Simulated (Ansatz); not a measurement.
Consider the ligand exchange at a B–O bond: `NB(S)O[SiH3]` + H₂S → `NB(S)S` + silanol.

Gas-phase electronic energies from Ansatz, PBE0-D4/def2-TZVP geometries. CCSD(T)/CBS adds triple-zeta CCSD(T) − MP2 to the extrapolated MP2 energy (def2 sets, frozen cores). This one scheme is used for every species. Each species was taken in one conformer, which may not be the lowest.

```csv
species,CCSD(T)/CBS(cc) energy (Eh)
`NB(S)O[SiH3]`,-845.28668
H₂S,-398.96921
`NB(S)S`,-877.54860
`O[SiH3]`,-366.68562
```

**Question.** Work out ΔE.

**Answer.** ΔE = (-877.54860) + (-366.68562) − (-845.28668) − (-398.96921) = 0.02167 Eh = +0.59 eV. CCSD(T)/CBS gives +0.58 eV.

Largest T1 diagnostic among the species: 0.012.

In def2-TZVPP, CCSD(T) changes the Hartree–Fock value by −0.15 eV (the triples alone add −0.03 eV) and MP2 by −0.22 eV. From BLYP to BHLYP (50 % exact exchange), in def2-TZVPP and without D4, ΔE moves by +0.10 eV. Leaving LDA and LC-ωPBE aside and taking each functional with its dispersion term where it has one, the values, not all of them listed here, spread over 0.23 eV, from revPBE-D4 to BHLYP-D4. LDA lies +0.08 eV from PBE without D4.
